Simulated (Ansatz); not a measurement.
Calculated with Ansatz (gas phase, PBE0-D4/def2-TZVP geometries, no zero-point term in ΔE). CBS: MP2 limit from def2 TZ/QZ plus the TZ coupled-cluster correction, frozen cores. For Br outer-core shells are correlated without core-valence functions, which leaves a few kJ/mol of doubt a bond. Scalar relativity is left out up to krypton. One conformer a species, not always the lowest.

Consider the redistribution: `SB(Cl)Br` + `CC[SiH3]` → `ClBBr` + `CC[SiH2]S`.

`SB(Cl)Br`:

Cartesian coordinates in Å:
```
S -0.622 0.591 1.151
B 0.349 0.145 -0.278
Cl 1.586 1.258 -0.796
Br 0.081 -1.485 -1.240
H -1.394 -0.508 1.163
```

`CC[SiH3]`:

```xyz
11

C    -1.320   -0.019    0.525
C    -0.315    0.235   -0.595
Si    1.457   -0.137   -0.105
H    -2.342    0.206    0.208
H    -1.105    0.597    1.402
H    -1.300   -1.063    0.849
H    -0.365    1.279   -0.925
H    -0.560   -0.371   -1.474
H     1.596   -1.564    0.296
H     1.863    0.708    1.053
H     2.391    0.129   -1.233
```

`ClBBr`:

```xyz
4

Cl    0.572    1.028    1.222
B     0.133   -0.067   -0.043
Br   -1.669   -0.233   -0.609
H     0.964   -0.729   -0.570
```

`CC[SiH2]S`:

Z-matrix (Å, degrees):
```
C
C 1 1.527
H 1 1.093 2 111.4
H 1 1.093 2 111.5 3 120.0
H 1 1.093 2 111.4 3 -120.0
Si 2 1.871 1 112.8 3 -60.7
H 2 1.095 1 111.0 3 60.6
H 2 1.096 1 110.5 3 178.1
S 6 2.143 2 113.0 1 178.5
H 6 1.489 2 109.5 1 -58.0
H 6 1.486 2 111.0 1 62.3
H 9 1.344 6 94.7 2 64.1
```

| species | CCSD(T)/CBS(def2) energy (Eh) |
| --- | --- |
| `SB(Cl)Br` | -3456.37310 |
| `CC[SiH3]` | -369.99568 |
| `ClBBr` | -3058.55678 |
| `CC[SiH2]S` | -767.80899 |

(1) Work out ΔE.

(2) What do rigid-rotor, harmonic-oscillator terms from PBE0-D4/def2-TZVP frequencies (298.15 K, 1 bar) make of the CCSD(T)/CBS value? (Estimate.)

Largest T1 diagnostic among the species: 0.011.

Answers

(1) ΔE = (-3058.55678) + (-767.80899) − (-3456.37310) − (-369.99568) = 0.00301 Eh = +0.08 eV.

(2) The calculation gave: ΔZPE = +0.01 eV, ΔH = +0.10 eV, ΔS = 10 J/(mol·K), ΔG = +0.07 eV.

From BLYP to BHLYP (50 % exact exchange), in def2-TZVPP and without D4, ΔE moves by −0.05 eV. Leaving LDA and LC-ωPBE aside and taking each functional with its dispersion term where it has one, the values, not all of them listed here, spread over 0.09 eV, from BHLYP-D4 to revPBE-D4. LDA lies +0.07 eV from PBE without D4.
